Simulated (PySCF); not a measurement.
**Löwdin shares of the frontier orbitals**

Species: C₂H₁₂SSi₅.
Cartesian coordinates in Å at the PBE0-D3(BJ)/def2-SVP level; atoms count from 1:
```
atom  x, y, z in Å
C1    -3.240    0.175    0.446
C2    -1.751    0.141    0.412
S3    -0.821    0.455    1.721
Si4   -0.796   -0.268   -1.182
Si5    0.641    1.570   -1.451
Si6    2.253    1.291    0.251
Si7    2.238   -0.993    0.830
Si8    0.627   -2.027   -0.550
H9    -3.644   -0.800    0.125
H10   -3.623    0.425    1.446
H11   -3.612    0.911   -0.288
H12   -1.723   -0.550   -2.326
H13    1.294    1.511   -2.798
H14   -0.116    2.857   -1.340
H15    3.596    1.679   -0.295
H16    1.965    2.173    1.422
H17    1.937   -1.209    2.277
H18    3.577   -1.609    0.543
H19   -0.139   -3.111    0.143
H20    1.285   -2.605   -1.765
```

Level of theory: PySCF 2.14.0, density-fitted response routines, TDDFT CAM-B3LYP/def2-SVPD, vertical, gas phase, core orbitals frozen in the response.

Kohn–Sham orbitals with the atoms that hold most of them (Löwdin shares over 4%, at most four atoms; ? is withheld):

```csv
orbital,ε (eV),atoms
HOMO-3,-9.38,"Si5 16%, Si8 16%, Si6 13%, Si7 13%"
HOMO-2,-8.93,"Si7 28%, Si6 28%, Si8 12%, Si5 12%"
HOMO-1,-8.69,"Si4 25%, Si5 17%, Si8 17%, S3 12%"
HOMO,-7.89,?
LUMO,-1.54,?
LUMO+1,0.13,"Si5 15%, Si8 15%, Si6 14%, Si7 14%"
LUMO+2,0.61,"Si5 13%, Si8 12%, Si4 10%, Si6 10%"
```

**Question.** Which atoms hold the LUMO, and with what shares?

**Answer.** C2 (bonded to C, S and Si) 39%; S3 (bonded to C) 35%; C1 (bonded to C and 3 H) 6%; Si4 (bonded to C, 2 Si and H) 5%. By element: carbon 45%, sulfur 35%, silicon 5% or more.

**Question.** Which atoms hold the HOMO, and with what shares?

**Answer.** S3 (bonded to C) 63%; C2 (bonded to C, S and Si) 15%; Si4 (bonded to C, 2 Si and H) 6%; C1 (bonded to C and 3 H) 4%. By element: sulfur 63%, carbon 19%, silicon 6% or more.

**Question.** How does S1 compare with the orbital gap of 6.34 eV?

**Answer.** S1 is at 2.29 eV (f = 0.0000), 4.05 eV below the gap, made of HOMO→LUMO (98%). Without the coupling terms of the response equations the lowest excitation would equal the gap.

**Question.** One configuration dominates each of S1, S2 and S3. Which, and how do the shares of the two leading atoms of either orbital change from the occupied to the empty one?

**Answer.** 
- S1 (2.29 eV, f 0.0000), HOMO→LUMO (98%): S3 63% → 35%, C2 15% → 39%; low, almost dark, from the terminal sulfur into the C=S bond, the pattern of n→π*
- S2 (4.36 eV, f 0.053), HOMO-1→LUMO (94%): Si4 25% → 5%, Si5 17% → at most 5%, C2 at most 13% → 39%, S3 12% → 35%
- S3 (4.88 eV, f 0.011), HOMO-2→LUMO (76%): Si7 28% → at most 5%, Si6 28% → at most 5%, C2 at most 12% → 39%, S3 at most 12% → 35%

Löwdin shares depend on the basis, the more so with diffuse functions.

One conformer stands for the species.
